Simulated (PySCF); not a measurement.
disilanylformaldehyde (CH6OSi2), SMILES O=C[SiH2][SiH3]. Atoms are numbered in the order given.

```xyz
10

O      2.4007     0.3165    -0.2360
C      1.5830     0.1010     0.6383
Si    -0.0632    -0.8885     0.2979
Si    -1.6585     0.6605    -0.4787
H      1.7382     0.5098     1.6904
H     -0.5498    -1.5258     1.5748
H      0.2073    -1.9382    -0.7431
H     -2.9694    -0.0221    -0.7636
H     -1.1489     1.3083    -1.7366
H     -1.8776     1.7220     0.5662
```
Charge 0, spin multiplicity 1.

Geometry: PBE-D3(BJ)/def2-SVP. The values are those of a single conformer.

These are PySCF 2.14.0 with PBE-D3(BJ)/def2-SVP values and carry that method's errors.

Frequencies are harmonic and unscaled.

Task: Give all harmonic wavenumbers and intensities. (The exact figures need the calculation; the answer reports its results.)

Result: 
```json
[
 {"mode": "1", "ν (cm⁻¹)": "43", "IR (km/mol)": "4.7", "moving atoms (share of kinetic energy)": "O 50 %, Si 26 %, H 17 %"},
 {"mode": "2", "ν (cm⁻¹)": "91", "IR (km/mol)": "0.7", "moving atoms (share of kinetic energy)": "H 89 %"},
 {"mode": "3", "ν (cm⁻¹)": "123", "IR (km/mol)": "1.1", "moving atoms (share of kinetic energy)": "H 38 %, C 33 %, Si 26 %"},
 {"mode": "4", "ν (cm⁻¹)": "275", "IR (km/mol)": "12.1", "moving atoms (share of kinetic energy)": "O 38 %, H 37 %, Si 13 %, C 12 %"},
 {"mode": "5", "ν (cm⁻¹)": "351", "IR (km/mol)": "12.9", "moving atoms (share of kinetic energy)": "H 89 %"},
 {"mode": "6", "ν (cm⁻¹)": "409", "IR (km/mol)": "0.1", "moving atoms (share of kinetic energy)": "Si 75 %, H 21 %"},
 {"mode": "7", "ν (cm⁻¹)": "452", "IR (km/mol)": "2.7", "moving atoms (share of kinetic energy)": "H 77 %, Si 21 %"},
 {"mode": "8", "ν (cm⁻¹)": "518", "IR (km/mol)": "12.1", "moving atoms (share of kinetic energy)": "H 50 %, Si 28 %, C 13 %, O 8 %"},
 {"mode": "9", "ν (cm⁻¹)": "612", "IR (km/mol)": "16.7", "moving atoms (share of kinetic energy)": "H 68 %, Si 17 %, C 14 %"},
 {"mode": "10", "ν (cm⁻¹)": "672", "IR (km/mol)": "82.0", "moving atoms (share of kinetic energy)": "H 85 %, Si 12 %"},
 {"mode": "11", "ν (cm⁻¹)": "728", "IR (km/mol)": "15.9", "moving atoms (share of kinetic energy)": "H 57 %, C 31 %, Si 10 %"},
 {"mode": "12", "ν (cm⁻¹)": "815", "IR (km/mol)": "272.4", "moving atoms (share of kinetic energy)": "H 86 %"},
 {"mode": "13", "ν (cm⁻¹)": "863", "IR (km/mol)": "2.6", "moving atoms (share of kinetic energy)": "H 69 %, C 23 %"},
 {"mode": "14", "ν (cm⁻¹)": "881", "IR (km/mol)": "15.3", "moving atoms (share of kinetic energy)": "H 90 %"},
 {"mode": "15", "ν (cm⁻¹)": "900", "IR (km/mol)": "29.8", "moving atoms (share of kinetic energy)": "H 98 %"},
 {"mode": "16", "ν (cm⁻¹)": "904", "IR (km/mol)": "58.6", "moving atoms (share of kinetic energy)": "H 97 %"},
 {"mode": "17", "ν (cm⁻¹)": "1333", "IR (km/mol)": "22.3", "moving atoms (share of kinetic energy)": "H 83 %, C 10 %"},
 {"mode": "18", "ν (cm⁻¹)": "1734", "IR (km/mol)": "161.3", "moving atoms (share of kinetic energy)": "C 57 %, O 42 %"},
 {"mode": "19", "ν (cm⁻¹)": "2141", "IR (km/mol)": "65.9", "moving atoms (share of kinetic energy)": "H 97 %"},
 {"mode": "20", "ν (cm⁻¹)": "2153", "IR (km/mol)": "46.9", "moving atoms (share of kinetic energy)": "H 99 %"},
 {"mode": "21", "ν (cm⁻¹)": "2167", "IR (km/mol)": "34.0", "moving atoms (share of kinetic energy)": "H 96 %"},
 {"mode": "22", "ν (cm⁻¹)": "2173", "IR (km/mol)": "54.6", "moving atoms (share of kinetic energy)": "H 96 %"},
 {"mode": "23", "ν (cm⁻¹)": "2179", "IR (km/mol)": "114.8", "moving atoms (share of kinetic energy)": "H 96 %"},
 {"mode": "24", "ν (cm⁻¹)": "2705", "IR (km/mol)": "191.3", "moving atoms (share of kinetic energy)": "H 93 %"}
]
```
